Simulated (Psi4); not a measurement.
S (SMILES [S-]), charge -1, doublet (a gas-phase anion, which may not be bound at this level); PBE/cc-pVDZ (Psi4).

Here is a job for Psi4.
```
memory 2 GB

molecule {
-1 2
  S     0.00000000    0.00000000    0.00000000
}

set basis cc-pvdz
set reference uks
set guess sadno

energy('pbe')
print_variables()
```

The log (banner, timings and long lists left out):

```
   => Loading Basis Set <=

    Name: CC-PVDZ
    Role: ORBITAL
    Keyword: BASIS

         ---------------------------------------------------------
                                   SCF
               by Justin Turney, Rob Parrish, Andy Simmonett
                          and Daniel G. A. Smith
                              UKS Reference
         ---------------------------------------------------------

  ==> Geometry <==

    Molecular point group: d2h
    Geometry (in Angstrom), charge = -1, multiplicity = 2:

       Center              X                  Y                   Z               Mass
    ------------   -----------------  -----------------  -----------------  -----------------
         S            0.000000000000     0.000000000000     0.000000000000    31.972071174400

  Running in d2h symmetry.

  Rotational constants: A = ************  B = ************  C = ************ [cm^-1]
  Rotational constants: A = ************  B = ************  C = ************ [MHz]
  Nuclear repulsion =    0.000000000000000

  Charge       = -1
  Multiplicity = 2
  Electrons    = 17
  Nalpha       = 9
  Nbeta        = 8

  ==> Algorithm <==

  SCF Algorithm Type is DF.
  DIIS enabled.
  MOM disabled.
  Fractional occupation disabled.
  Guess Type is SADNO.
  Energy threshold   = 1.00e-06
  Density threshold  = 1.00e-06
  Integral threshold = 1.00e-12

  ==> Primary Basis <==

  Basis Set: CC-PVDZ
    Blend: CC-PVDZ
    Number of shells: 8
    Number of basis functions: 18
    Number of Cartesian functions: 19
    Spherical Harmonics?: true
    Max angular momentum: 2

  ==> DFT Potential <==

   => LibXC <=

    Version 7.1.2
    S. Lehtola, C. Steigemann, M. J. T. Oliveira, and M. A. L. Marques,  SoftwareX 7, 1–5 (2018) (10.1016/j.softx.2017.11.002)

   => Composite Functional: PBE <=

    PBE GGA Exchange-Correlation Functional

    J.P. Perdew et. al., Phys. Rev. Lett., 77(18), 3865-3868, 1996

    Deriv               =              1
    GGA                 =           TRUE
    Meta                =          FALSE

    Exchange Hybrid     =          FALSE
    MP2 Hybrid          =          FALSE

   => Exchange Functionals <=

    1.0000     XC_GGA_X_PBE

   => Correlation Functionals <=

    1.0000     XC_GGA_C_PBE

   => LibXC Density Thresholds  <==

    XC_GGA_C_PBE:  1.00E-12
    XC_GGA_X_PBE:  1.00E-15

   => Molecular Quadrature <=

    Radial Scheme          =       TREUTLER
    Pruning Scheme         =           NONE
    Nuclear Scheme         =       TREUTLER

    Blocking Scheme        =         OCTREE
    BS radius alpha        =              1
    Pruning alpha          =              1
    Radial Points          =             75
    Spherical Points       =            302
    Total Points           =          19932
    Total Blocks           =            207
    Max Points             =            252
    Max Functions          =             18
    Weights Tolerance      =       1.00E-15

   => Loading Basis Set <=

    Name: (CC-PVDZ AUX)
    Role: JKFIT
    Keyword: DF_BASIS_SCF

  ==> Integral Setup <==

  SCF_SUBTYPE=INCORE selected. In-core MEM_DF algorithm will be used.
  Using in-core AOs.

  ==> MemDFJK: Density-Fitted J/K Matrices <==

    J tasked:                   Yes
    K tasked:                    No
    wK tasked:                   No
    Algorithm:                 Core
    Schwarz Cutoff:           1E-12
    Mask sparsity (%):       0.0000
    Fitting Condition:        1E-10

   => Auxiliary Basis Set <=

  Basis Set: (CC-PVDZ AUX)
    Blend: CC-PVDZ-JKFIT
    Number of shells: 36
    Number of basis functions: 112
    Number of Cartesian functions: 130
    Spherical Harmonics?: true
    Max angular momentum: 3

  Minimum eigenvalue in the overlap matrix is 1.1347015570E-01.
  Reciprocal condition number of the overlap matrix is 6.8612960833E-02.
    Using symmetric orthogonalization.

  ==> Pre-Iterations <==

[...]
    Total      18      18       9       8       8       1
   -------------------------------------------------------

  ==> Iterations <==

                           Total Energy        Delta E     RMS |[F,P]|

    Occupation by irrep:
             Ag   B1g   B2g   B3g    Au   B1u   B2u   B3u
    DOCC [     3,    0,    0,    0,    0,    2,    1,    2 ]
    SOCC [     0,    0,    0,    0,    0,    0,    1,    0 ]
    NA   [     3,    0,    0,    0,    0,    2,    2,    2 ]
    NB   [     3,    0,    0,    0,    0,    2,    1,    2 ]

   @DF-UKS iter   1:  -397.62076651860582   -3.97621e+02   2.25536e-02 ADIIS/DIIS
   @DF-UKS iter   2:  -397.97666487743550   -3.55898e-01   6.93638e-03 ADIIS/DIIS
   @DF-UKS iter   3:  -397.97871617169108   -2.05129e-03   2.95215e-03 ADIIS/DIIS
   @DF-UKS iter   4:  -397.97907240327532   -3.56232e-04   1.02290e-03 ADIIS/DIIS
   @DF-UKS iter   5:  -397.97912052328837   -4.81200e-05   6.32051e-05 DIIS
   @DF-UKS iter   6:  -397.97912080681516   -2.83527e-07   3.91026e-06 DIIS
   @DF-UKS iter   7:  -397.97912080848323   -1.66807e-09   8.17916e-08 DIIS
  Energy and wave function converged.

  ==> Post-Iterations <==

   Electrons on quadrature grid:
      Nalpha   =    9.0000000083 ; deviation = 8.271e-09
      Nbeta    =    8.0000000083 ; deviation = 8.270e-09
      Ntotal   =   17.0000000165 ; deviation = 1.654e-08

   @Spin Contamination Metric:   1.714817516E-03
   @S^2 Expected:                7.500000000E-01
   @S^2 Observed:                7.517148175E-01
   @S   Expected:                5.000000000E-01
   @S   Observed:                5.000000000E-01

    Orbital Energies [Eh]
    ---------------------

    Alpha Occupied:

[...]
    Alpha Virtual:

[...]
    Beta Occupied:

[...]
    Beta Virtual:

[...]
       6Ag     0.916781

    Final Occupation by Irrep:
             Ag   B1g   B2g   B3g    Au   B1u   B2u   B3u
    DOCC [     3,    0,    0,    0,    0,    2,    1,    2 ]
    SOCC [     0,    0,    0,    0,    0,    0,    1,    0 ]
    NA   [     3,    0,    0,    0,    0,    2,    2,    2 ]
    NB   [     3,    0,    0,    0,    0,    2,    1,    2 ]

  @DF-UKS Final Energy:  -397.97912080848323

   => Energetics <=

    Nuclear Repulsion Energy =              0.0000000000000000
    One-Electron Energy =                -555.4175329222916844
    Two-Electron Energy =                 183.1608686766666096
    DFT Exchange-Correlation Energy =     -25.7224565628581274
    Empirical Dispersion Energy =           0.0000000000000000
    VV10 Nonlocal Energy =                  0.0000000000000000
    Total Energy =                       -397.9791208084832306

  UHF NO Occupations:
  HONO-2 :    2B1u 1.9999930
  HONO-1 :    3 Ag 1.9991564
  HONO-0 :    2B2u 1.0000000
  LUNO+0 :    4 Ag 0.0008436
  LUNO+1 :    3B3u 0.0000070
  LUNO+2 :    3B1u 0.0000070
  LUNO+3 :    3B2u 0.0000002

Computation Completed

Properties will be evaluated at   0.000000,   0.000000,   0.000000 [a0]

Properties computed using the SCF density matrix

 Multipole Moments:

 ------------------------------------------------------------------------------------
     Multipole            Electronic (a.u.)      Nuclear  (a.u.)        Total (a.u.)
 ------------------------------------------------------------------------------------

 L = 1.  Multiply by 2.5417464519 to convert [e a0] to [Debye]
 Dipole X            :          0.0000000            0.0000000            0.0000000
 Dipole Y            :          0.0000000            0.0000000            0.0000000
 Dipole Z            :          0.0000000            0.0000000            0.0000000
 Magnitude           :                                                    0.0000000

 ------------------------------------------------------------------------------------

  Variable Map:
  ----------------------------------------------------------------------------
[...]
  Array Variable Map:
  ----------------------------------------------------------------------------
[...]
[...]
```
